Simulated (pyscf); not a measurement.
This saddle point was located with ωB97X-D3(BJ)/def2-SVP in PySCF.

```xyz
8

N      0.4246    -1.4321    -0.0734
Si     0.4057     0.0134     0.8396
H      1.1058    -1.5963    -0.8055
H     -0.4268    -1.9682    -0.2037
H      1.8209     0.4640     1.0171
N     -0.8031     0.0164     2.0692
H     -0.8993     0.9440     0.9637
H     -0.6285     0.7176     2.7983
```
Charge 0, spin multiplicity 2.

Surface: doublet, charge 0. Lowest wavenumbers (cm⁻¹): 1804i, 206, 309, 385, 421.

Task: Which two sides does it connect, and which bonds change?

Result: H₂N–SiH•–NH₂ <-> •HN–SiH₂–NH₂, a hydrogen shift read from left to right: H–N broken and H–Si formed. At CCSD(T)/def2-TZVPP + ΔMP2(QZVPP) it lies +200.8 kJ/mol from the left side and +116.8 kJ/mol from the right (each side as separated species at their lowest minima found). This is the saddle that the search found; another between the same sides may lie lower. The CCSD(T) − MP2 part came from Ansatz, without density fitting, on the same reference.
